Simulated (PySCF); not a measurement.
# Electron correlation in I²⁺ (iodine, charge +2)

[Kr] 4d10 5s1 5p4, high-spin 4P determinant (an excited configuration). Computed with PySCF 2.14 in ANO-RCC-VTZP (7s6p4d2f1g, 68 functions), with the spin-free X2C one-electron Hamiltonian (Gaussian nucleus). Frozen: [Kr] 4d10; 5 electrons correlated.

| level | correlation energy (mhartree) |
| --- | --- |
| CCSD | -95.08 |
| (T) | -5.15 |
| CCSD(T) | -100.23 |

Diagnostics: T1 = 0.012, D1 = 0.0254, largest double amplitude 0.183.

Q: Is a single reference adequate?

A: Not fully. A double-excitation amplitude exceeds 0.15, a sign of near-degeneracy.
